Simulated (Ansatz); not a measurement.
C$_{2}$HF$_{5}$, triplet, at the geometry of the source list (a higher spin typed on purpose: for a closed-shell molecule this is an excited state). Base run: HF/STO-3G in Ansatz (a first-principles code).

Ansatz was given this input:
Ansatz 0.2 input:
```yaml
crystal:
  periodic: [false, false, false]
  atoms:
    - {symbol: F, position_ang: [1.10220000, -1.19930000, 0.67480000]}
    - {symbol: C, position_ang: [0.77990000, -0.12100000, -0.05470000]}
    - {symbol: F, position_ang: [1.41890000, 0.93700000, 0.46610000]}
    - {symbol: C, position_ang: [-0.74820000, 0.11140000, 0.00470000]}
    - {symbol: F, position_ang: [-1.19280000, 0.29790000, 1.23880000]}
    - {symbol: F, position_ang: [-1.07750000, 1.18140000, -0.72060000]}
    - {symbol: F, position_ang: [-1.39140000, -0.93590000, -0.51370000]}
    - {symbol: H, position_ang: [1.10880000, -0.27150000, -1.09550000]}
basis:
  gaussian:
    orbitals: STO-3G
hamiltonian:
  xc: hf
magnetization: {spin_polarized: true, initial_magnetization: 2}
```

Each row names what was changed in the base input (with any setting that the change needs).

```tsv
change	E (Eh)	SCF-reference <S^2>
base	-565.16054	2.007
functional = b3lyp	-567.39089	2.003
functional = PBE0-DH	-566.81566	2.007
functional = wB97M-V	-567.45273	2.004
functional = pbe; dispersion = d4	-566.90255	2.001
functional = B2PLYP	-566.72831	2.007
functional = b3lyp5	-567.17052	2.003
functional = revpbe	-567.31271	2.001
functional = wB97X	-567.36408	2.004
functional = BHLYP	-567.23900	2.007
functional = pbe	-566.89759	2.001
functional = blyp; dispersion = d3bj	-567.27158	2.001
functional = SVWN5	-563.53970	2.000
```

Total energies compare only within one method and basis.
